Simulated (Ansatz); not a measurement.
Reaction (ligand exchange at the Si–C bond): `F[Si@@H]1O[C@H]1[SiH3]` + `N[SiH2]F` → `F[SiH2]N[SiH3]` + `F[SiH]1CO1`

Program: Ansatz. Geometries: PBE0-D4/def2-TZVP. ΔE: electronic, gas phase. CBS: MP2 limit from def2 TZ/QZ plus the TZ coupled-cluster correction, frozen cores. This one scheme is used for every species. Functionals use def2-TZVPP. Each species was taken in one conformer, which may not be the lowest.

| species | BHLYP energy (Eh) |
| --- | --- |
| `F[Si@@H]1O[C@H]1[SiH3]` | -795.22401 |
| `N[SiH2]F` | -446.60539 |
| `F[SiH2]N[SiH3]` | -737.32958 |
| `F[SiH]1CO1` | -504.52164 |

Task: Work out ΔE.

Result: ΔE = (-737.32958) + (-504.52164) − (-795.22401) − (-446.60539) = -0.02182 Eh = -57.3 kJ/mol. CCSD(T)/CBS gives -52.0 kJ/mol.

Largest T1 diagnostic among the species: 0.014.

From BLYP to BHLYP (50 % exact exchange), in def2-TZVPP and without D4, ΔE moves by −9.1 kJ/mol. Leaving LDA and LC-ωPBE aside and taking each functional with its dispersion term where it has one, the values, not all of them listed here, spread over 13.5 kJ/mol, from BHLYP-D4 to PBE-D4.
